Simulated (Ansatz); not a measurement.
Frontier orbitals of `[CH3][Al-]([CH3])([NH3+])[OH]`.

The species carries charge 0 and has multiplicity 1. All single points use the PBE0-D4/def2-TZVP geometry. It is one conformer, not always the lowest. Basis def2-TZVPP, the Gaussian-basis code of Ansatz.

| functional | HOMO (eV) | LUMO (eV) | gap (eV) |
| --- | --- | --- | --- |
| PBE | -5.28 | -0.70 | 4.58 |
| revPBE | -5.22 | -0.64 | 4.58 |
| PBE0 | -6.60 | 0.12 | 6.72 |
| HSE06 (plane-wave form) | -6.20 | -0.25 | 5.95 |
| ωB97M-V | -8.87 | 1.47 | 10.34 |

From PBE to PBE0 the HOMO moves by −1.32 eV and the LUMO by +0.82 eV, and with ωB97M-V by −3.59 and +2.18 eV, so the gap grows from 4.58 to 10.34 eV with exact exchange. A positive LUMO is unbound and depends on the basis.
